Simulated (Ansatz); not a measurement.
**Relaxing a trial structure of CH7GaSn**

The starting geometry of this gas-phase singlet was optimised with GFN2-xTB.

```xyz
10

C    -1.6631   -0.2359   -0.0628
Ga    2.6529    0.9721   -0.6114
Sn    0.4337   -0.9292   -0.3472
H    -2.3446   -0.7029   -0.7747
H    -2.0207   -0.4800    0.9393
H    -1.7296    0.8468   -0.1896
H     0.0562   -2.6997   -0.1460
H     2.6157    1.3685    0.9056
H     3.8361    0.0964   -1.1338
H     1.8677    1.8697   -1.6315
```

Q: Predict what it relaxes into with B3LYP-D3(BJ)/def2-SVP.

A: A new bond forms, giving a structure with H8 bridging Sn3 and Ga2, given below by its coordinates. Distances that change by over a tenth: Ga2–Sn3 (2.93 → 2.63 Å), Ga2–H8 (1.57 → 1.74 Å). Contacts that close: Sn3–H8 (3.41 → 2.10 Å).

The energy falls by 0.34 eV over 23 steps:

```csv
step,E − E(last) (eV)
1,0.341
3,0.277
6,0.268
8,0.227
11,0.062
13,0.006
16,0.001
18,0.000
21,0.000
23,0.000
```

Final geometry (Å):

```yaml
atoms:
  - { symbol: C, position_ang: [-1.5571, -0.1381, -0.0668] }
  - { symbol: Ga, position_ang: [2.4497, 0.8000, -0.8901] }
  - { symbol: Sn, position_ang: [0.4156, -0.8547, -0.7104] }
  - { symbol: H, position_ang: [-2.3287, -0.7593, -0.5473] }
  - { symbol: H, position_ang: [-1.6562, -0.2295, 1.0240] }
  - { symbol: H, position_ang: [-1.6982, 0.9082, -0.3715] }
  - { symbol: H, position_ang: [0.6286, -2.2987, 0.2563] }
  - { symbol: H, position_ang: [1.5802, 0.3614, 0.5505] }
  - { symbol: H, position_ang: [3.8364, 0.0895, -0.9329] }
  - { symbol: H, position_ang: [2.0342, 2.2269, -1.3638] }
```

No frequencies were run, so the end isn't proven a minimum. Atoms past krypton carry core potentials, without spin–orbit terms. Run with Ansatz 0.2.0, 66 s on 2 threads of Arm Neoverse V2, on a shared host.
